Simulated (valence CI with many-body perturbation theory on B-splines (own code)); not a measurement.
Values are calculated unless marked as measured or tabulated.
**Level structure of Ce⁴⁴⁺**

Level of theory: valence CI with perturbative core correlation (CI+MBPT): four valence electrons over a frozen Dirac-Fock core [Ne], a basis of 11 s, 11 p, 9 d, 7 f, 5 g, 2 h, 1 i functions for each j, with the one-electron correlation potential Σ1 (screened to all orders), the two-electron term Σ2, the three-electron term Σ3, Breit, model QED; selected single and double excitations, second order for the rest (own B-spline code, finite nucleus).

No measured spectrum was set against this ion. As an estimate, large intervals hold to a few tenths of a per cent, small ones and those within an open d or f shell to about a per cent.

Levels 46 to 64 of 64, with energies above the lowest level, (3s^2 3p1/2^2) J=0. "Leading %" is the weight of the configuration and term that name the level; weights of strongly mixed levels are sums over their largest components and can fall short. In the jj column 3d3/2^4 stands for four electrons in 3d with j = 3/2.

| No. | Configuration | Term | J | E (eV) | Leading % | Leading jj | g |
| --- | --- | --- | --- | --- | --- | --- | --- |
| 46 | 3s 3p2 3d | 5F | 5 | 516.19 | 51 | 3s 3p1/2 3p3/2 3d5/2 (96 %) | 1.295 |
| 47 | 3s 3p2 3d | 3P | 2 | 516.40 | 36 | 3s 3p1/2 3p3/2 3d5/2 (84 %) | 1.305 |
| 48 | 3s 3p2 3d | 3D | 1 | 524.50 | 58 | 3s 3p1/2 3p3/2 3d3/2 (47 %) | 0.928 |
| 49 | 3s 3p2 3d | 3F | 3 | 524.68 | 38 | 3s 3p1/2 3p3/2 3d5/2 (83 %) | 1.243 |
| 50 | 3s 3p2 3d | 1D | 2 | 533.62 | 25 | 3s 3p1/2 3p3/2 3d5/2 (64 %) | 1.144 |
| 51 | 3s 3p2 3d | 3D | 3 | 533.97 | 58 | 3s 3p1/2 3p3/2 3d5/2 (77 %) | 1.260 |
| 52 | 3s 3p2 3d | 1G | 4 | 534.20 | 44 | 3s 3p1/2 3p3/2 3d5/2 (80 %) | 1.152 |
| 53 | 3s 3p2 3d | 3P | 0 | 535.25 | 74 | 3s 3p1/2 3p3/2 3d3/2 (60 %) |  |
| 54 | 3s 3p2 3d | 3P | 1 | 536.08 | 32 | 3s 3p1/2 3p3/2 3d3/2 (74 %) | 1.032 |
| 55 | 3s 3p2 3d | 3F | 2 | 538.72 | 27 | 3s 3p1/2 3p3/2 3d3/2 (60 %) | 0.957 |
| 56 | 3s 3p2 3d | 3D | 3 | 543.42 | 35 | 3s 3p1/2 3p3/2 3d5/2 (88 %) | 1.172 |
| 57 | 3s 3p2 3d | 3G | 4 | 544.29 | 44 | 3s 3p1/2 3p3/2 3d5/2 (89 %) | 1.129 |
| 58 | 3s 3p2 3d | 3D | 1 | 546.54 | 50 | 3s 3p1/2 3p3/2 3d5/2 (88 %) | 0.808 |
| 59 | 3s 3p2 3d | 3P | 1 | 555.59 | 38 | 3s 3p1/2 3p3/2 3d5/2 (88 %) | 1.405 |
| 60 | 3s 3p2 3d | 3F | 3 | 556.87 | 35 | 3s 3p1/2 3p3/2 3d5/2 (83 %) | 1.086 |
| 61 | 3s 3p2 3d | 3D | 2 | 557.63 | 31 | 3s 3p1/2 3p3/2 3d5/2 (80 %) | 1.174 |
| 62 | 3s 3p2 3d | 3P | 0 | 559.99 | 37 | 3s 3p1/2 3p3/2 3d5/2 (63 %) |  |
| 63 | 3s 3p2 3d | 3D | 2 | 563.75 | 33 | 3s 3p1/2 3p3/2 3d5/2 (83 %) | 1.171 |
| 64 | 3s2 3d2 | 3F | 2 | 575.54 | 58 | 3s^2 3d3/2^2 (72 %) | 0.812 |
